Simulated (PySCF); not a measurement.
**NMR parameters from quadrupole coupling constants**

Compound: C6H12ClFO.
Z-matrix (Å and degrees, GFN2-xTB geometry), rows numbered from 1:
```
C 
O   1  1.4040
C   2  1.4125  1  114.86
C   3  1.5305  2  113.23  1    70.29
C   3  1.5332  2  107.16  1  -166.44
Cl  5  1.7843  3  109.54  2   -65.79
C   5  1.5251  3  112.38  2    55.18
C   7  1.5213  5  111.90  3   169.97
F   8  1.3766  7  109.86  5   -68.72
H   1  1.0973  2  111.07  3    52.41
H   1  1.0947  2  112.18  3   -69.80
H   1  1.0883  2  106.14  3   171.27
H   3  1.1066  2  109.17  1   -50.89
H   4  1.0869  3  109.82  2    51.19
H   4  1.0868  3  110.69  2   -69.17
H   4  1.0866  3  109.74  2   171.03
H   5  1.0930  3  109.34  2   178.04
H   7  1.0924  5  108.65  3    50.06
H   7  1.0898  5  109.33  3   -68.31
H   8  1.0940  7  111.37  5   173.48
H   8  1.0938  7  111.73  5    49.63
```

Computed at PBE0/pcSseg-1 (PySCF, non-relativistic):

```csv
atom,environment,nucleus,spin I,Q (b),CQ = χzz (MHz),η
O2,ether oxygen,17O,5/2,-0.0256,12.193,0.998
Cl6,alkyl chlorine,35Cl,3/2,-0.0817,-73.434,0.040
```

Problem. At 7.05 T, set νQ = 3|CQ|/[2I(2I − 1)] beside the Larmor frequency (|g| × 7.62259 MHz/T × B; g(17O) = −0.75752, g(35Cl) = 0.54792), and give PQ = |CQ|√(1 + η²/3).

Solution. 
```csv
atom,PQ (MHz),νQ (MHz),ν0 (MHz),νQ/ν0
O2,14.07,1.829,40.71,0.045
Cl6,73.45,36.72,29.44,1.247
```

For O2: PQ = 12.19 × 1.1542, νQ = 12.19 × 0.1500, ν0 = 5.7742 MHz/T × 7.05 T.

For Cl6 νQ isn't small against ν0, so the high-field expansions of solid-state NMR fail there at this field.

Problem. For half-integer spins with νQ below a tenth of ν0, find the second-order shift of the centre of gravity of the central transition at 7.05, 14.1 and 18.8 T.

Solution. From −(3/40)(PQ/ν0)²[I(I + 1) − 3/4]/[I(2I − 1)]², which goes as 1/B² (ppm):

| site | 7.05 T | 14.1 T | 18.8 T |
| --- | --- | --- | --- |
| 17O at O2 | -717 | -179 | -101 |

One conformer (not necessarily the lowest) at the GFN2-xTB geometry, without solvent, vibrations or thermal averaging. GFN2-xTB bond lengths can be off by several hundredths of an ångström, more for odd bonds, and the gradients follow them. A larger basis could move these couplings by a tenth or more.
